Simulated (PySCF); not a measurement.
Scan of CF3 (anion, charge -1), singlet: umbrella (inversion) coordinate, bond length relaxed. Scanned: angle between the C-F bonds and the threefold axis (90 = planar). Other coordinates (C-F bond length) were minimised at PBE0/def2-TZVP.

The free coordinates were minimised at PBE0/def2-TZVP in PySCF; the energy column is PySCF 2.14.0 with CCSD(T) on RHF/aug-cc-pVDZ, 4 core orbitals frozen, in kJ/mol.

| a / ° | C-F bond length / Å | E |
|---|---|---|
| 99 | 1.396 | 272.7 |
| 102 | 1.400 | 203.2 |
| 105 | 1.402 | 140.4 |
| 108 | 1.404 | 87.0 |
| 111 | 1.407 | 44.8 |
| 114 | 1.412 | 15.2 |
| 117 | 1.420 | 0.0 |
| 120 | 1.433 | 0.6 |
| 123 | 1.451 | 18.8 |
| 126 | 1.475 | 56.6 |
| 129 | 1.507 | 115.6 |
| 132 | 1.549 | 197.3 |

The scan ran from 90.0 to 132.0; beyond the range shown the relaxed coordinates jump or full CI changes its symmetry label.
